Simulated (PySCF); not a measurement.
One of the candidates below gave these computed data.

All candidates are C5H6O3.

- Triplet: lowest triplet excitation (Tamm–Dancoff): 4.27 eV [TDA CAM-B3LYP/def2-SVPD]
- Dipole: 2.55 D [CAM-B3LYP/def2-SVPD]
- UV, strongest line: among the 8 lowest singlet transitions: S5 at 7.33 eV (169 nm, f = 0.134) [TDDFT CAM-B3LYP/def2-SVPD]
- Rotational structure: rotational constants A, B, C: 4.286, 1.659, 1.474 GHz [GFN2-xTB]
- UV, first state: lowest singlet excitation: 5.55 eV (223 nm, f = 0.024) [TDDFT CAM-B3LYP/def2-SVPD]
- Polarisability: 66.1 au [CAM-B3LYP/def2-SVPD]

Electronic properties: PySCF, gas phase, density fitting. Levels stand in brackets. Isolated species at its GFN2-xTB geometry (one conformer only).

Question: Which candidate is it?
A. `C=C[C@H]1OCOC1=O`
B. `O=CO/C=C1\CCO1`
C. `O=C(O)[C@@H]1C=CCO1`

Answer: C. It is `O=C(O)[C@@H]1C=CCO1`. Numbering: `[O:1]=[C:2]([OH:3])[C@@H:4]1[CH:5]=[CH:6][CH2:7][O:8]1`. Its formula, C5H6O3, gives 3 degrees of unsaturation: 1 ring and 2 π bonds in the structure found. The optimised geometry has point group C1 and is an asymmetric top.

The others, at the same levels:
- `C=C[C@H]1OCOC1=O` fails: its computed strongest line among the 8 lowest singlet transitions is S7 at 7.97 eV (156 nm, f = 0.202) (against S5 at 7.33 eV), rotational constant A is 3.323 GHz (against 4.286 GHz) and smallest rotational constant is 1.389 GHz (against 1.474 GHz).
- `O=CO/C=C1\CCO1` fails: its computed lowest singlet excitation is 5.73 eV (216 nm, f = 0.142) (against 5.55 eV), strongest line among the 8 lowest singlet transitions is S5 at 6.74 eV (184 nm, f = 0.151) (against S5 at 7.33 eV) and static isotropic polarisability is 68.0 au (against 66.1 au).

Each candidate is one conformer, not necessarily the lowest. Dipoles, sizes and rotational constants follow the conformer. The torsions of the flexible species, by atom-mapped SMILES:
- `[O:1]=[C:2]([OH:3])[C@@H:4]1[CH:5]=[CH:6][CH2:7][O:8]1`: O1–C2–C4–C5 90°, H–O3–C2–O1 0°
- `[CH2:1]=[CH:2][C@H:3]1[O:4][CH2:5][O:6][C:7]1=[O:8]`: C1–C2–C3–O4 150°
- `[O:1]=[CH:2][O:3]/[CH:4]=[C:5]1\[CH2:6][CH2:7][O:8]1`: O1–C2–O3–C4 -2°, C2–O3–C4–C5 -40°
